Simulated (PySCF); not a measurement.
## Bond curve of CdBr

Set-up: Cd cc-pVDZ-PP with ECP28, Br cc-pVDZ-PP with ECP10; scalar-relativistic core potentials (PySCF 2.14). Energies in eV from Cd + Br in their ground configurations at the same level. State: ²Σ⁺ (doublet), unpaired electrons σ ↑.

| R (Å) | PBE0 |
| --- | --- |
| 2.159 | -0.824 |
| 2.260 | -1.292 |
| 2.360 | -1.534 |
| 2.436 | -1.614 |
| 2.511 | -1.631 |
| 2.586 | -1.604 |
| 2.687 | -1.520 |
| 2.812 | -1.372 |
| 2.963 | -1.169 |
| 3.164 | -0.906 |

Task: Put a parabola through the three lowest points of the PBE0 curve and estimate Re, k and ωe (reduced mass 46.62 u; 1 eV/Å² = 0.16022 mdyn/Å; ωe = 1302.8·√(k/μ) cm⁻¹).

Result: Through R = 2.436, 2.511, 2.586 Å the second-order coefficient is 3.91 eV/Å², so Re ≈ 2.502 Å, k ≈ 1.25 mdyn/Å and ωe ≈ 214 cm⁻¹. A polynomial fit of higher order to the unrounded PBE0 energies gives Re = 2.499 Å, k = 1.32 mdyn/Å, ωe = 219 cm⁻¹; anharmonicity and rounding make the difference.

The higher-order fit for each curve: PBE0: Re = 2.499 Å, ωe = 219 cm⁻¹, De = 1.63 eV.

Spin–orbit coupling is left out. The state is the lowest determinant that a PBE0 search found; another state may lie lower at other levels.
